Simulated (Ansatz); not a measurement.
`C[O][In]([F])[F]` + `[SH][SnH3]` → `C[S][SnH3]` + `[OH][In]([F])[F]`  (substitution at a C–O bond)

Calculated with Ansatz (gas phase, PBE0-D4/def2-TZVP geometries, no zero-point term in ΔE). CCSD(T)/CBS is the MP2 limit (def2-TZVPP, def2-QZVPP) plus CCSD(T) − MP2 in def2-TZVPP, frozen cores. DFT in def2-TZVPP. Elements past krypton have def2 core potentials. For In, Sn outer-core shells are correlated without core-valence functions, which leaves a few kJ/mol of doubt a bond. One conformer a species, not always the lowest.

`C[O][In]([F])[F]`:

Z-matrix (Å, degrees):
```
C
O 1 1.414
H 1 1.096 2 112.6
H 1 1.094 2 107.1 3 -118.6
H 1 1.096 2 112.6 3 122.7
In 2 1.954 1 121.6 3 -61.3
F 6 1.924 2 123.3 1 180.0
F 6 1.936 2 121.6 1 -0.0
```

`[SH][SnH3]`:

Z-matrix (Å, degrees):
```
Sn
S 1 2.406
H 1 1.706 2 109.4
H 1 1.701 2 104.7 3 119.6
H 1 1.706 2 109.5 3 -120.9
H 2 1.343 1 93.9 3 59.9
```

`C[S][SnH3]`:

Cartesian coordinates in Å:
```
C 0.017 -1.616 -0.234
S -0.802 -0.268 -1.136
Sn -0.059 1.594 0.173
H -0.253 -2.540 -0.746
H -0.330 -1.676 0.798
H 1.102 -1.511 -0.256
H -0.581 1.380 1.786
H -0.742 2.988 -0.524
H 1.649 1.650 0.139
```

`[OH][In]([F])[F]`:

Z-matrix (Å, degrees):
```
In
O 1 1.954
F 1 1.935 2 121.1
F 1 1.922 2 123.4 3 -180.0
H 2 0.962 1 111.3 3 -0.0
```

| level | ΔE (kJ/mol) |
| --- | --- |
| LDA (SPW92) | -44.0 |
| ωB97M-V | -45.7 |
| PBE | -44.1 |
| revPBE | -43.3 |
| BLYP | -36.8 |
| r2SCANh | -44.6 |
| RPA@PBE/def2-TZVPP | -38.5 |
| CCSD(T)/def2-TZVPP | -43.7 |

Q: What does CCSD(T)/CBS give? (An estimate is asked.)

A: The calculation gave: -48.4 kJ/mol. The listed levels differ from it by 4.4, 2.7, 4.3, 5.1, 11.6, 3.8, 9.9, 4.7 kJ/mol.

Largest T1 diagnostic among the species: 0.018.

The D4 term adds −3.5 kJ/mol with B3LYP and −1.8 kJ/mol with PBE0; it sums over pairs of atoms, weighted by their polarisabilities, and B3LYP, whose exchange is more repulsive, gets the larger term. At CCSD(T), def2-SVP lies +23.3 kJ/mol from the extrapolated value and def2-TZVPP +4.7 kJ/mol. In def2-TZVPP, CCSD(T) changes the Hartree–Fock value by −11.2 kJ/mol (the triples alone add −1.7 kJ/mol) and MP2 by −19.2 kJ/mol.

B3LYP here is the variant with VWN-RPA as its local correlation; programs differ in this.
